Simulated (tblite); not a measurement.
Species: C₇H₈O (charge +1 and doublet state).
Structure used (GFN2-xTB), in Å, numbered top down from 1:
```
atom  x, y, z in Å
C1     2.2131    0.7056   -0.1372
C2     0.8378    0.1782   -0.0498
C3    -0.2710    0.9977   -0.0074
C4    -1.5596    0.4494    0.0744
O5    -2.6558    1.1585    0.1175
C6    -1.7260   -0.9799    0.1150
C7    -0.6226   -1.7970    0.0736
C8     0.6490   -1.2375   -0.0084
H9     2.7099    0.3159   -1.0294
H10    2.8093    0.3463    0.7054
H11    2.2383    1.7910   -0.1581
H12   -0.1513    2.0718   -0.0380
H13   -2.5260    2.1224    0.0893
H14   -2.7319   -1.3667    0.1784
H15   -0.7400   -2.8692    0.1041
H16    1.5192   -1.8776   -0.0411
```

Calculated harmonic vibrations of the isolated species, GFN2-xTB (tblite), most abundant isotopes, no scaling. Against measured fundamentals such values can be off by several per cent, at times by over 20. One conformer, not necessarily the lowest. Open shells enter through the occupations alone, without spin polarisation, and single modes of such species can be off by tens of per cent.

Harmonic wavenumbers (cm⁻¹): 108.8, 162.2, 174.0, 292.4, 336.5, 429.3, 462.9, 469.6, 511.1, 550.1, 620.0, 731.7, 767.4, 827.6, 879.2, 924.7, 933.3, 965.7, 966.3, 1005.6, 1095.7, 1107.6, 1142.8, 1191.1, 1247.5, 1314.7, 1343.7, 1350.0, 1378.8, 1400.4, 1428.6, 1448.8, 1486.6, 1548.2, 2960.8, 2988.3, 3071.8, 3083.7, 3088.2, 3101.5, 3111.6, 3381.7.

A = 3684, B = 1821, C = 1228 MHz; mass 108.058 u (most abundant isotopes); point group Cs, symmetry number 1; spin multiplicity 2.

Q: Zero-point energy?

A: Half the sum of the wavenumbers: 27695 cm⁻¹ = 79.19 kcal/mol.

Q: Entropy at 350 K, 1 bar (ideal gas, RRHO, classical rotation)?

A: Translation 40.77, rotation 28.54, vibration 20.76, spin (R ln 2) 1.38: S = 91.5 cal/(mol K).

Q: And Cp and H(350 K) − H(0)?

A: Cp = 36.01 cal/(mol K), of which vibrations give 28.06 (their classical limit is 42 R = 83.5); H(350 K) − H(0) = 7.12 kcal/mol without the zero-point energy, 4.34 from vibrations.

Q: Which modes carry the vibrational entropy at 350 K?

A: 108.8 cm⁻¹: 3.60; 162.2 cm⁻¹: 2.83; 174.0 cm⁻¹: 2.69; 292.4 cm⁻¹: 1.74; 336.5 cm⁻¹: 1.49; 429.3 cm⁻¹: 1.10 cal/(mol K); the other 36 give 7.31 together.

Q: What must be added to the electronic energy to get the Gibbs energy at 350 K and 1 bar?

A: ZPE + [H(350 K) − H(0)] − T·S = 79.19 + 7.12 − 32.01 = 54.30 kcal/mol.

Hindered rotation and anharmonicity are outside this model. Other conformers, if any are populated, would add a mixing term that is left out.
